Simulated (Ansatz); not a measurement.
`[SiH3][B]1[O][GeH2]1` + `C[O][GeH]([F])[F]` → `[F][GeH]([F])[O][SiH3]` + `C[B]1[O][GeH2]1`  (redistribution)

Calculated with Ansatz (gas phase, PBE0-D4/def2-TZVP geometries, no zero-point term in ΔE). CCSD(T)/CBS adds triple-zeta CCSD(T) − MP2 to the extrapolated MP2 energy (def2 sets, frozen cores). For Ge outer-core shells are correlated without core-valence functions, which leaves a few kJ/mol of doubt a bond. Scalar relativity is left out up to krypton. One conformer a species, not always the lowest.

`[SiH3][B]1[O][GeH2]1`:

Cartesian coordinates in Å:
```
Si -0.909 -1.540 0.504
B 0.147 -0.050 -0.327
O 0.833 0.305 -1.359
Ge 0.835 1.866 -0.096
H -0.268 -1.883 1.800
H -2.283 -1.035 0.765
H -0.975 -2.748 -0.359
H 2.348 2.107 0.072
H 0.273 2.979 -1.002
```

`C[O][GeH]([F])[F]`:

```xyz
9

C    -1.137   -0.818   -0.007
O    -0.613    0.404   -0.507
Ge    1.000    0.914   -0.109
F     2.114   -0.313   -0.577
F     1.168    0.975    1.604
H    -2.152   -0.914   -0.393
H    -1.173   -0.820    1.086
H    -0.548   -1.674   -0.348
H     1.340    2.246   -0.749
```

`[F][GeH]([F])[O][SiH3]`:

```xyz
9

F    -2.402    0.161    0.416
Ge   -1.003    1.157    0.372
F    -0.455    1.211    2.000
O     0.201    0.362   -0.581
Si    1.056   -1.050   -0.521
H    -1.336    2.544   -0.143
H     0.478   -1.965    0.495
H     0.994   -1.677   -1.863
H     2.466   -0.743   -0.175
```

`C[B]1[O][GeH2]1`:

Cartesian coordinates in Å:
```
C 0.083 -1.204 1.125
B -0.019 0.075 0.263
O -0.159 1.361 0.371
Ge -0.039 0.955 -1.569
H 1.028 -1.717 0.929
H 0.015 -0.975 2.191
H -0.715 -1.903 0.859
H -1.333 1.573 -2.134
H 1.138 1.834 -2.035
```

| level | ΔE (kJ/mol) |
| --- | --- |
| CCSD/def2-TZVPP | -214.4 |
| CCSD(T)/def2-TZVPP | -210.4 |
| HF/def2-QZVPP | -231.6 |
| CCSD/CBS(def2) | -217.0 |

Task: What does CCSD(T)/CBS give? (An estimate is asked.)

Result: Ansatz gave: -212.9 kJ/mol. The listed levels differ from it by -1.5, 2.5, -18.7, -4.1 kJ/mol.

Largest T1 diagnostic among the species: 0.016.

In def2-TZVPP, CCSD(T) changes the Hartree–Fock value by +19.0 kJ/mol (the triples alone add +4.1 kJ/mol) and MP2 by +6.0 kJ/mol. From PBE to PBE0 (25 % exact exchange), in def2-TZVPP and without D4, ΔE moves by −12.4 kJ/mol.
